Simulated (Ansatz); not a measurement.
Calculated with Ansatz (gas phase, PBE0-D4/def2-TZVP geometries, no zero-point term in ΔE). CBS: MP2 limit from def2 TZ/QZ plus the TZ coupled-cluster correction, frozen cores. Functionals use def2-TZVPP. B3LYP here is the variant with VWN-RPA as its local correlation; programs differ in this. Each species was taken in one conformer, which may not be the lowest.

Reaction (redistribution): `C[SiH](Cl)S[SiH2]Cl` + `O[SiH](O)CCl` → `C[SiH](Cl)CCl` + `O[SiH](O)S[SiH2]Cl`

| level | ΔE (kJ/mol) | difference from CCSD(T)/CBS |
| --- | --- | --- |
| PBE-D4 | -5.0 | -1.8 |
| r2SCAN-D4 | -5.2 | -2.0 |
| B3LYP-D4 | -2.8 | 0.4 |
| ωB97M-V | -4.1 | -0.9 |
| B2PLYP | -5.2 | -2.0 |
| r2SCAN | -5.6 | -2.4 |
| PBE0 | -6.4 | -3.2 |
| HF/def2-TZVPP | -6.2 | -3.0 |
| CCSD/def2-TZVPP | -4.7 | -1.5 |
| CCSD(T)/def2-TZVPP | -4.3 | -1.1 |
| HF/def2-QZVPP | -6.4 | -3.2 |
| MP2/def2-QZVPP | -2.9 | 0.3 |
| SCS-MP2/def2-QZVPP | -3.5 | -0.3 |
| HF/CBS(def2) | -6.5 | -3.3 |
| MP2/CBS(def2) | -2.3 | 0.9 |
| CCSD/CBS(def2) | -3.6 | -0.4 |
| CCSD(T)/CBS | -3.2 | 0 |

Largest T1 diagnostic among the species: 0.011.

The D4 term adds +3.7 kJ/mol with B3LYP and +1.9 kJ/mol with PBE0; it sums over pairs of atoms, weighted by their polarisabilities, and B3LYP, whose exchange is more repulsive, gets the larger term.
